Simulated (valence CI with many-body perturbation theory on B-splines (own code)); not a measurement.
**Energy levels of Si I**

Calculated by relativistic CI+MBPT: four valence electrons over a frozen Dirac-Fock core [Ne], a basis of 11 s, 11 p, 9 d, 7 f, 5 g, 2 h, 1 i functions for each j, with the one-electron correlation potential Σ1, the two-electron term Σ2, the three-electron term Σ3, Breit, model QED; selected CI, second order for the rest, scaled by the run's own slope (own B-spline code, finite nucleus).

Against 48 measured levels this calculation errs by 36 cm⁻¹ on average and by 119 at most. These come from a selection out of the NIST Handbook of Basic Atomic Spectroscopic Data. Levels without a partner in it may be off by more. Among the levels kept, up to 810 cm⁻¹ of a level comes from second order outside the variational space, and about a tenth of that is noise between levels of different J, which matters for small intervals.

Levels 1 to 45 of 85, with energies above the lowest level, 3s²3p² ³P_0. "Leading %" is the weight of the configuration and term that name the level; weights of strongly mixed levels are sums over their largest components and can fall short. In the jj column 3d3/2^4 stands for four electrons in 3d with j = 3/2.

```csv
No.,Configuration,Term,J,E (eV),Leading %,Leading jj,g,Second component
1,3s²3p²,³P,0,0.0000,92,3s^2 3p1/2^2 (63 %),,
2,3s²3p²,³P,1,0.0109,93,3s^2 3p1/2 3p3/2 (93 %),1.501,
3,3s²3p²,³P,2,0.0298,93,3s^2 3p3/2^2 (60 %),1.501,
4,3s²3p²,¹D,2,0.7872,92,3s^2 3p1/2 3p3/2 (60 %),1.000,
5,3s²3p²,¹S,0,1.919,89,3s^2 3p3/2^2 (61 %),,4 % 3p⁴ ¹S
6,3s3p³,⁵S°,2,4.117,95,3s 3p1/2 3p3/2^2 (53 %),2.002,
7,3s²3p4s,³P°,0,4.924,90,3s^2 3p1/2 4s (90 %),,
8,3s²3p4s,³P°,1,4.935,89,3s^2 3p1/2 4s (68 %),1.496,
9,3s²3p4s,³P°,2,4.959,90,3s^2 3p3/2 4s (90 %),1.501,
10,3s²3p4s,¹P°,1,5.088,87,3s^2 3p3/2 4s (67 %),1.005,
11,3s3p³,³D°,1,5.609,52,3s 3p1/2 3p3/2^2 (23 %),0.499,29 % 3s²3p3d ³D°
12,3s3p³,³D°,2,5.611,52,3s 3p1/2 3p3/2^2 (35 %),1.167,29 % 3s²3p3d ³D°
13,3s3p³,³D°,3,5.615,52,3s 3p1/2 3p3/2^2 (52 %),1.334,29 % 3s²3p3d ³D°
14,3s²3p4p,¹P,1,5.866,87,3s^2 3p3/2 4p3/2 (41 %),0.994,
15,3s²3p3d,¹D°,2,5.874,68,3s^2 3p3/2 3d5/2 (30 %),1.000,7 % 3s3p³ ¹D°
16,3s²3p4p,³D,1,5.958,88,3s^2 3p1/2 4p1/2 (56 %),0.510,
17,3s²3p4p,³D,2,5.969,89,3s^2 3p1/2 4p3/2 (52 %),1.168,
18,3s²3p4p,³D,3,5.988,89,3s^2 3p3/2 4p3/2 (89 %),1.334,
19,3s²3p4p,³P,0,6.081,89,3s^2 3p1/2 4p1/2 (64 %),,
20,3s²3p4p,³P,1,6.086,81,3s^2 3p1/2 4p3/2 (57 %),1.541,8 % 3s²3p4p ³S
21,3s²3p4p,³P,2,6.102,88,3s^2 3p3/2 4p3/2 (54 %),1.497,
22,3s²3p4p,³S,1,6.129,82,3s^2 3p3/2 4p1/2 (47 %),1.956,8 % 3s²3p4p ³P
23,3s²3p3d,³F°,2,6.187,84,3s^2 3p1/2 3d3/2 (61 %),0.666,
24,3s²3p3d,³F°,3,6.198,84,3s^2 3p3/2 3d3/2 (42 %),1.084,
25,3s²3p3d,³F°,4,6.212,84,3s^2 3p3/2 3d5/2 (84 %),1.251,
26,3s²3p4p,¹D,2,6.227,88,3s^2 3p3/2 4p3/2 (35 %),1.003,
27,3s²3p3d,³P°,2,6.264,68,3s^2 3p1/2 3d5/2 (31 %),1.501,18 % 3s3p³ ³P°
28,3s²3p3d,³P°,1,6.272,67,3s^2 3p3/2 3d3/2 (36 %),1.501,19 % 3s3p³ ³P°
29,3s²3p3d,³P°,0,6.276,67,3s^2 3p3/2 3d3/2 (67 %),,19 % 3s3p³ ³P°
30,3s²3p4p,¹S,0,6.403,84,3s^2 3p3/2 4p3/2 (61 %),,
31,3s²3p3d,¹F°,3,6.622,85,3s^2 3p3/2 3d3/2 (38 %),1.002,
32,3s²3p3d,¹P°,1,6.625,74,3s^2 3p3/2 3d5/2 (42 %),0.994,10 % 3s²3p5s ¹P°
33,3s²3p3d,³D°,1,6.721,57,3s^2 3p3/2 3d3/2 (24 %),0.521,15 % 3s3p³ ³D°
34,3s²3p3d,³D°,2,6.724,58,3s^2 3p3/2 3d3/2 (31 %),1.167,16 % 3s3p³ ³D°
35,3s²3p5s,³P°,0,6.727,89,3s^2 3p1/2 5s (89 %),,
36,3s²3p3d,³D°,3,6.730,58,3s^2 3p3/2 3d5/2 (47 %),1.332,16 % 3s3p³ ³D°
37,3s²3p5s,³P°,1,6.736,84,3s^2 3p1/2 5s (72 %),1.460,
38,3s²3p5s,³P°,2,6.763,90,3s^2 3p3/2 5s (90 %),1.501,
39,3s²3p5s,¹P°,1,6.805,74,3s^2 3p3/2 5s (69 %),1.025,8 % 3s²3p3d ¹P°
40,3s²3p4d,¹D°,2,7.013,37,3s^2 3p1/2 4d5/2 (26 %),1.187,18 % 3s²3p4d ³P°
41,3s²3p4d,³P°,2,7.035,29,3s^2 3p3/2 4d5/2 (44 %),1.310,23 % 3s²3p4d ¹D°
42,3s²3p4d,³P°,1,7.036,46,3s^2 3p3/2 4d3/2 (25 %),1.500,20 % 3s3p³ ³P°
43,3s²3p4d,³P°,0,7.040,46,3s^2 3p3/2 4d3/2 (46 %),,20 % 3s3p³ ³P°
44,3s²3p5p,¹P,1,7.043,68,3s^2 3p1/2 5p1/2 (59 %),0.917,18 % 3s²3p5p ³D
45,3s²3p5p,³D,1,7.067,68,3s^2 3p1/2 5p3/2 (36 %),0.662,14 % 3s²3p5p ¹P
```

Names give the largest LS component (configuration and term), which can be under half, so a name can repeat, a term be missing and a line seem to break the LS rules; names also repeat where a configuration has a term twice.

Where two levels of one J and parity lie close, their mixing, g and order are uncertain.

The ionisation energy to 3s²3p ²P°1/2 of the next ion comes out as 8.1536 eV (NIST: 8.15168 eV (measured)). All 85 levels together are meant to be complete up to 7.518 eV.
